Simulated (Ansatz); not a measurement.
`N[SiH](F)[SiH2]F` and `N[SiH](N)F` differ in one atom or group.

Ansatz, PBE0-D4/def2-TZVP geometries, multiplicity 1. Each molecule was computed in one conformer, which needn't be the lowest.

```
                                          property  `N[SiH](F)[SiH2]F`
size of the dipole moment (ωB97M-V/def2-TZVPP) / D                1.62
                 LUMO energy (PBE/def2-TZVPP) / eV               -1.71
                LUMO energy (PBE0/def2-TZVPP) / eV               -0.86
               LUMO energy (B3LYP/def2-TZVPP) / eV               -1.06
                 HOMO energy (PBE/def2-TZVPP) / eV               -6.74
               HOMO energy (B3LYP/def2-TZVPP) / eV               -7.90
```

**Question.** What does the change do to each property? (An estimate is asked.)

**Answer.** Ansatz gave: 
```csv
property,`N[SiH](N)F`,shift
size of the dipole moment (ωB97M-V/def2-TZVPP) / D,1.94,0.32
LUMO energy (PBE/def2-TZVPP) / eV,0.18,1.89
LUMO energy (PBE0/def2-TZVPP) / eV,1.02,1.88
LUMO energy (B3LYP/def2-TZVPP) / eV,0.64,1.70
HOMO energy (PBE/def2-TZVPP) / eV,-6.18,0.56
HOMO energy (B3LYP/def2-TZVPP) / eV,-7.40,0.50
```

With PBE0 the HOMO rises by 0.47 eV and the LUMO rises by 1.88 eV, so the gap widens by about 1.41 eV. PBE moves the HOMO by 0.56 eV and ωB97M-V by 0.22 eV. Dipoles are sizes alone; their direction can turn.

B3LYP here is the variant with VWN-RPA as its local correlation; programs differ in this.
